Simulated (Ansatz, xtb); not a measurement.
System: sum formula H2PO (charge +1, singlet). It need not be the lowest isomer of its formula. SMILES: O=[PH2+]
Geometry from a B3LYP-D3(BJ)/def2-TZVP (Ansatz, a first-principles code) optimisation:
```xyz
4

P      0.0572     0.0107    -0.3975
O     -0.1484    -0.0277     1.0308
H      1.2923     0.3854    -0.9699
H     -0.9635    -0.3240    -1.3138
```
Charge +1, spin multiplicity 1.

Harmonic wavenumbers from GFN2-xTB (xtb, at its own minimum), cm⁻¹: 711, 722, 778, 1411, 2182, 2248.

Give the harmonic wavenumbers at B3LYP-D3(BJ)/def2-TZVP (Ansatz, finite differences of forces, unscaled).

719, 776, 1116, 1362, 2397, 2476 cm⁻¹. Zero-point energy 12.6 kcal/mol.

From these and the geometry, give the ideal-gas thermochemistry at 298.15 K and 1 atm (rigid rotor, harmonic oscillator).

Point group C2v, rotational symmetry number 2. Rotational constants 175.6, 20.23, 18.14 GHz. S(trans) 37.59, S(rot) 17.77, S(vib) 0.59, S(elec, spin only) 0.00, S 56.0 cal/(mol K). H(298) - H(0) 2.51 kcal/mol; G - E(el) -1.5 kcal/mol.
